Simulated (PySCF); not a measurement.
In(Vi)2(OEt), C6H11InO, SMILES C(C)[O][In]([CH]=C)[CH]=C (GFN2-xTB optimised geometry):

```
19

In    -0.721    -0.017     0.000
C      1.533    -0.017     0.000
C      2.218    -1.080    -0.371
H      2.037     0.896     0.290
H      3.303    -1.099    -0.397
H      1.727    -2.000    -0.670
C     -2.291     1.559     0.000
C     -2.049     2.855    -0.017
H     -3.303     1.169    -0.002
H     -2.845     3.592    -0.032
H     -1.045     3.257    -0.016
O     -1.796    -1.691    -0.191
C     -1.493    -3.042    -0.037
C     -0.743    -3.338     1.260
H     -2.447    -3.592    -0.032
H     -0.902    -3.410    -0.890
H     -1.340    -3.009     2.110
H     -0.547    -4.404     1.353
H      0.204    -2.792     1.267
```

Method: B3LYP/def2-SVP, def2 effective core potentials past Kr (PySCF 2.14.0).

### Question
What are the frontier orbital energies and the dipole moment?

### Answer
HOMO-2 -7.18 eV, HOMO-1 -6.78 eV, HOMO -6.61 eV, LUMO -1.53 eV, LUMO+1 -0.68 eV; dipole moment 1.84 D.

On the same geometry PBE/def2-SVP, def2 effective core potentials past Kr (PySCF) gives HOMO-2 -6.19 eV, HOMO-1 -5.64 eV, HOMO -5.44 eV, LUMO -2.07 eV, LUMO+1 -1.27 eV; dipole moment 1.66 D.
